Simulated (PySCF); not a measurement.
# UHF on Tb⁴⁹⁺ (terbium, charge +49)

Configuration: [Ne] 3s2 3p4, high-spin 3P determinant. All numbers are calculated (PySCF 2.14, the spin-free X2C one-electron Hamiltonian (Gaussian nucleus), in an even-tempered Gaussian basis (18 s from 10 bohr⁻², ratio 2.5; 12 p from 14 bohr⁻², ratio 2.5; 4 d from 58 bohr⁻², ratio 2.7; 4 f from 87 bohr⁻², ratio 2.7)).

```json
{
 "Total energy": "-9369.017509 hartree",
 "One-electron energy": "-10332.9789 hartree",
 "Hartree (Coulomb) energy": "1107.6934 hartree",
 "Exchange energy": "-143.7320 hartree",
 "⟨S²⟩": "2.0004",
 "⟨L²⟩": "2.001",
 "Sum of ⟨r⟩": "1.994 bohr",
 "Sum of ⟨r²⟩": "0.3901 bohr²",
 "Traceless quadrupole moment −½Σ⟨3z² − r²⟩ along its main axis": "-0.0214 e·bohr²"
}
```

| shell | electrons | mean orbital energy (hartree) | spread (hartree) | rms radius, mean of both spins (bohr) |
| --- | --- | --- | --- | --- |
| 1s α | 1 | -2044.30233 | 0 | 0.0245 |
| 1s β | 1 | -2043.82667 | 0 | 0.0245 |
| 2s α | 1 | -441.53358 | 0 | 0.0976 |
| 2s β | 1 | -441.23334 | 0 | 0.0976 |
| 2p α | 3 | -406.71597 | 0.34085 | 0.0875 |
| 2p β | 3 | -406.14335 | 0.27901 | 0.0875 |
| 3s α | 1 | -173.82260 | 0 | 0.235 |
| 3s β | 1 | -172.04738 | 0 | 0.235 |
| 3p α | 3 | -162.63397 | 0.52091 | 0.231 |
| 3p β | 1 | -161.81038 | 0 | 0.231 |

Spin-orbit coupling is strong in this species (close to jj coupling), so the high-spin LS determinant is a model state, not a physical level.

Densities and radii are taken from the X2C orbitals without a picture-change correction, which distorts them close to the nucleus.

Spin-orbit constants ζ (cm⁻¹) from the X2C one-electron operator on these orbitals: bare nucleus, nucleus screened by l(l+1)(2l+1)/3 electrons, and screened by the Breit-Pauli mean field of the electrons.

```json
{"shell": "2p", "bare": "3960000", "screened nucleus": "3838000", "mean field": "3793000"}
{"shell": "3p", "bare": "999900", "screened nucleus": "969100", "mean field": "958800"}
```

To first order the Landé constant is A = -479400 cm⁻¹, so the lowest level has J = 2 and lies 59.4 eV below the centre of the term. This holds in LS coupling only, and this species is close to jj coupling.
